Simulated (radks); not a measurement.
Coherent X-ray form factor from a spherical all-electron density. All-electron calculation, scalar-relativistic Kohn-Sham, PBE, spin-unpolarised, spherical densities, finite nucleus; Fermi nuclear charge, rms radius of each element as measured or else 0.836 A^(1/3) + 0.57 fm. Program: a radial shooting solver on a logarithmic mesh with Libxc functionals.

sin(theta)/lambda (1/angstrom)  f0 (electrons)
0.05                                    44.584
0.1                                     43.388
0.15                                    41.550
0.2                                     39.264
0.25                                    36.736
0.3                                     34.154
0.4                                     29.357
0.5                                     25.478
0.6                                     22.563
0.8                                     18.714
1                                       16.023
1.25                                    13.075
1.5                                     10.497
2                                        7.098

The species is in the configuration that NIST lists as its ground one. Which atom or ion scatters so?

Answer. The indium ion In4+, [Kr] 4d9. Extrapolating in s^2 from the first two rows gives f0(0) = 45.0, near the electron count 45; among species with that count, the fall with angle is slower the higher Z, and the table is that of Z = 49; from so few rows the species is fixed only to a neighbour or two.
